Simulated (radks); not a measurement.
Numerical settings for neutral iron, [Ar] 3d6 4s2. All-electron calculation, Dirac Kohn-Sham, PBE, spin-unpolarised, spherical densities, point nucleus; open shells fill j = l - 1/2 first. Program: a radial shooting solver on a logarithmic mesh with Libxc functionals. The defaults (mesh step 0.008 in ln r, mesh end at 40 bohr or more with all orbitals vanishing there, Anderson mixing 0.5 over 9 steps, residual threshold near 1e-9 with the energy settled to 1e-9 hartree or 1e-11 of itself, here a cap of 51 iterations) give E = -1272.4845 hartree and 4s1/2 at -5.289 eV in 14 iterations. Run on one thread of a shared host, so times are rough (Arm Neoverse V1): 0.11 s of CPU time, 0.11 s wall, 14 iterations on 2669 mesh points. Changes against that run (0 stands for a change within the tolerance of the run):

setting                    iterations         converged  E (mhartree)  e(4s1/2) (meV)  CPU (s)
mesh step in ln r 0.05             14               yes       +0.0143               0     0.03
mesh step in ln r 0.005            14               yes             0               0     0.17
mesh step in ln r 0.08             14               yes       +0.0175         -0.0117     0.02
mesh end (bohr) 20                 14               yes             0               0     0.11
mesh end (bohr) 2                  13  level above zero     +8.28e+03       +9.62e+04     0.07
residual threshold 0.001           10               yes             0          -0.196     0.09
residual threshold 1e-05           12               yes             0               0     0.11
mixing 0.2                         19               yes             0               0     0.14
linear mixing, mixing 0.5          30               yes             0               0     0.17
linear mixing, mixing 0.2          51                no             0         -0.0247     0.28
mixing history 3                   18               yes             0               0     0.12
iteration cap 8                     8                no      +0.00018           +2.57     0.07

Settled on a wrong energy, with an occupied level pushed above zero by the early mesh end: mesh end (bohr) 2 (+8.28 hartree). Apart from these: no run marked as converged misses the energy by more than 1 mhartree. A mesh that ends early acts as a hard wall.
